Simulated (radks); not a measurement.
Values are calculated unless marked as measured or tabulated.
Q: The mean radii <r> (bohr) of the occupied orbitals of an atom or ion are listed with their occupations. Code: a radial shooting solver on a logarithmic mesh with Libxc functionals. Model: scalar-relativistic Kohn-Sham, SCAN, spin-polarised, spherical densities, finite nucleus; meta-GGA in the generalised Kohn-Sham scheme; Fermi nuclear charge, rms radius of each element as measured or else 0.836 A^(1/3) + 0.57 fm.

| orbital | occ. | <r> |
|---|---|---|
| 1s down | 1 | 0.05620 |
| 1s up | 1 | 0.05620 |
| 2s up | 1 | 0.2551 |
| 2s down | 1 | 0.2547 |
| 2p up | 3 | 0.2250 |
| 2p down | 3 | 0.2246 |
| 3s up | 1 | 0.7725 |
| 3s down | 1 | 0.7757 |
| 3p up | 3 | 0.8140 |
| 3p down | 3 | 0.8194 |
| 3d up | 5 | 0.9995 |
| 3d down | 2 | 1.048 |

Name the element and its charge. Open shells, if any, are filled with parallel spins first.

A: Z = 27, cobalt, charge +2: Co2+ in [Ar] 3d7. The 1s radius gives Z: for a bare nucleus <r> = (2 gamma + 1)/(2Z) with gamma = sqrt(1 - (Z/c)^2), 0.05483 bohr for Z = 27, and screening makes it slightly larger (0.05620 here). The occupations add up to 25, and the charge is Z minus that.
